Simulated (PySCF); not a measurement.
Level of theory: PBE-D3(BJ)/def2-TZVP // PBE-D3(BJ)/def2-SVP (PySCF). Gas-phase values, no solvent. One relaxed conformer stands for a flexible species; it need not be the lowest. 

Reference species (SMILES): `Bc1c(ccc2cccnc12)[SiH3]` (neutral, multiplicity 1).

- S1 oscillator strength = 0.000
- HOMO–LUMO gap = 2.53 eV

Changed species: `c1c2nc([SiH3])cc(c2ccc1)B`.

Q: What does the change do to the S1 oscillator strength and HOMO–LUMO gap?

A: the S1 oscillator strength hardly moves; the HOMO–LUMO gap falls by 0.21 eV, to 2.32 eV.
